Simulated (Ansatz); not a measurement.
Consider the redistribution: `[AlH2][B]1CC1` + `[SiH3]BOC[SiH3]` → `[SiH3]BB1CC1` + `[AlH2][O]C[SiH3]`.

Program: Ansatz. Geometries: PBE0-D4/def2-TZVP. ΔE: electronic, gas phase. CCSD(T)/CBS adds triple-zeta CCSD(T) − MP2 to the extrapolated MP2 energy (def2 sets, frozen cores). Functionals use def2-TZVPP. B3LYP here is the variant with VWN-RPA as its local correlation; programs differ in this. Each species was taken in one conformer, which may not be the lowest.

`[AlH2][B]1CC1`:

Z-matrix (Å, degrees):
```
C
B 1 1.550
C 1 1.505 2 61.0
H 1 1.086 2 118.3 3 108.9
H 1 1.086 2 118.3 3 -108.9
Al 2 2.071 1 150.9 3 -180.0
H 3 1.086 1 118.6 2 108.4
H 3 1.086 1 118.6 2 -108.4
H 6 1.592 2 120.6 1 -90.1
H 6 1.592 2 120.6 1 89.9
```

`[SiH3]BOC[SiH3]`:

```xyz
14

Si   -1.144    2.380   -1.141
B    -0.259    0.786   -0.261
O    -0.690   -0.447   -0.554
C    -0.142   -1.635    0.012
Si    1.328   -1.487    1.207
H    -0.120    3.212   -1.836
H    -1.773    3.243   -0.099
H    -2.191    1.999   -2.128
H     0.649    0.924    0.525
H    -0.956   -2.159    0.525
H     0.157   -2.283   -0.820
H     0.985   -0.755    2.452
H     2.518   -0.876    0.565
H     1.638   -2.902    1.553
```

`[SiH3]BB1CC1`:

Cartesian coordinates in Å:
```
Si 2.191 -0.478 0.588
B 0.322 -0.267 1.319
B -0.748 0.098 0.224
C -1.688 -0.317 -0.953
C -1.435 1.133 -0.723
H 2.289 -0.261 -0.882
H 3.103 0.497 1.251
H 2.695 -1.852 0.876
H 0.168 -0.431 2.493
H -2.654 -0.729 -0.682
H -1.225 -0.804 -1.806
H -2.225 1.739 -0.291
H -0.793 1.672 -1.412
```

`[AlH2][O]C[SiH3]`:

Cartesian coordinates in Å:
```
Al -0.781 -1.502 1.619
O -0.316 -1.015 0.068
C -0.523 0.156 -0.685
Si 1.112 1.086 -0.885
H -1.693 -0.527 2.472
H -0.260 -2.914 2.086
H -0.918 -0.111 -1.673
H -1.268 0.820 -0.222
H 0.903 2.339 -1.663
H 1.636 1.433 0.465
H 2.109 0.234 -1.582
```

Question: Is it downhill or uphill in electronic energy at CCSD(T)/CBS, and by how much? (Best estimate.)

Answer: Computed: Downhill: ΔE = -38.0 kJ/mol.

Question: What do these levels give: PBE0-D4, B3LYP-D4, ωB97X-V, ωB97M-V, PBE0, SCS-MP2/def2-TZVPP, CCSD/def2-TZVPP, CCSD(T)/def2-TZVPP, HF/def2-QZVPP, MP2/def2-QZVPP, HF/CBS(def2), CCSD/CBS(def2)? (Estimate.)

Answer: The calculation gave: PBE0-D4 -39.3, B3LYP-D4 -47.3, ωB97X-V -35.8, ωB97M-V -38.9, PBE0 -38.6, SCS-MP2/def2-TZVPP -37.8, CCSD/def2-TZVPP -34.5, CCSD(T)/def2-TZVPP -35.1, HF/def2-QZVPP -35.4, MP2/def2-QZVPP -44.1, HF/CBS(def2) -35.6, CCSD/CBS(def2) -37.5 kJ/mol.

Largest T1 diagnostic among the species: 0.016.

From PBE to PBE0 (25 % exact exchange), in def2-TZVPP and without D4, ΔE moves by +5.0 kJ/mol.
